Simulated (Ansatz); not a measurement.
`F[SiH2][NH][GeH3]` → F• + Ge• + 6 H• + N• + Si•  (atomization)

Computed with Ansatz on PBE0-D4/def2-TZVP structures; ΔE is electronic, products minus reactants. CCSD(T)/CBS adds triple-zeta CCSD(T) − MP2 to the extrapolated MP2 energy (def2 sets, frozen cores). This one scheme is used for every species, atoms too. For atomizations the MP2-based limit and the directly extrapolated one differ by several kJ/mol either way, and by 10 to 25 for some Ge, Se and Sn compounds, so smaller differences from it don't rank the levels. DFT in def2-TZVPP. Open shells (•) are unrestricted, without spin–orbit coupling. Spin–orbit coupling would lower the free atoms: a little for F, Si; clearly for Ge. For Ge outer-core shells are correlated without core-valence functions, so the limit isn't a true one: a few kJ/mol of doubt a bond, and 10 to 20 or more in all where bonds break to atoms. Scalar relativity is left out up to krypton. Each species was taken in one conformer, which may not be the lowest.

`F[SiH2][NH][GeH3]`:

```xyz
10

F     1.456   -1.180   -1.746
Si    1.300    0.149   -0.862
N    -0.300    0.460   -0.387
Ge   -1.199   -0.252    1.059
H     2.119   -0.074    0.351
H     1.790    1.258   -1.712
H    -0.885    0.954   -1.045
H    -0.133   -0.928    1.929
H    -2.251   -1.274    0.592
H    -1.898    0.886    1.821
```

```
             level  ΔE (kJ/mol)
           PBE0-D4       3154.1
        r2SCANh-D4       3174.3
           ωB97M-V       3205.5
            r2SCAN       3188.1
           r2SCANh       3169.3
         CAM-B3LYP       3209.4
       HF/def2-SVP       2283.0
SCS-MP2/def2-QZVPP       3237.9
```

Q: What does CCSD(T)/CBS give? (Best estimate.)

A: Computed: +3226.9 kJ/mol. The listed levels differ from it by -72.8, -52.6, -21.4, -38.8, -57.6, -17.5, -943.9, 11.0 kJ/mol.

Largest T1 diagnostic among the species: 0.012.

From PBE to PBE0 (25 % exact exchange), in def2-TZVPP and without D4, ΔE moves by −35.4 kJ/mol: exact exchange takes away binding that semilocal exchange gives to molecules. Leaving LDA and LC-ωPBE aside and taking each functional with its dispersion term where it has one, the values, not all of them listed here, spread over 111.4 kJ/mol, from revPBE-D4 to ωB97X-V. LDA lies +436.5 kJ/mol from PBE without D4, its usual overbinding.
